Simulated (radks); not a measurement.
Question: Eu II, 62 electrons, occupied as [Xe] 4f7 6p1 (not the ground configuration). Calculated with a radial shooting solver on a logarithmic mesh with Libxc functionals: scalar-relativistic Kohn-Sham, BLYP, spin-polarised, spherical densities, finite nucleus; open shells are filled with parallel spins first (spin-orbit coupling, left out, can overturn this in heavy ions); Fermi nuclear charge, rms radius 5.1115 fm. Some entries of the table are withheld. Estimate them.

orbital  occ.  eigenvalue (eV)  r(max) (bohr)
1s up       1        -48374.74        0.01420
1s down     1        -48374.73        0.01420
2s up       1        -7949.019        0.08055
2s down     1        -7948.974        0.08055
2p up       3        -7083.969        0.06512
2p down     3        -7083.935        0.06512
3s up       1        -1754.513         0.2289
3s down     1        -1752.244         0.2288
3p up       3        -1485.253         0.2245
3p down     3        -1482.996         0.2244
3d up       5        -1124.751         0.1838
3d down     5        -1123.011         0.1837
4s up       1        -355.3694         0.5274
4s down     1        -349.7662         0.5272
4p up       3        -266.8123         0.5505
4p down     3        -261.2440         0.5502
4d up       5        -143.4228            (1)
4d down     5        -137.9261            (2)
5s up       1         -52.9002          1.228
5s down     1         -49.8769          1.242
5p up       3         -31.7153            (3)
5p down     3         -29.4560            (4)
4f up       7              (5)         0.5922
4f down     0              (6)         0.5960
6p up       1          -6.1575          4.235

Answer: 
(1) 4d up r(max) (bohr): 0.5733
(2) 4d down r(max) (bohr): 0.5730
(3) 5p up r(max) (bohr): 1.395
(4) 5p down r(max) (bohr): 1.420
(5) 4f up eigenvalue (eV): -11.2679
(6) 4f down eigenvalue (eV): -6.6196
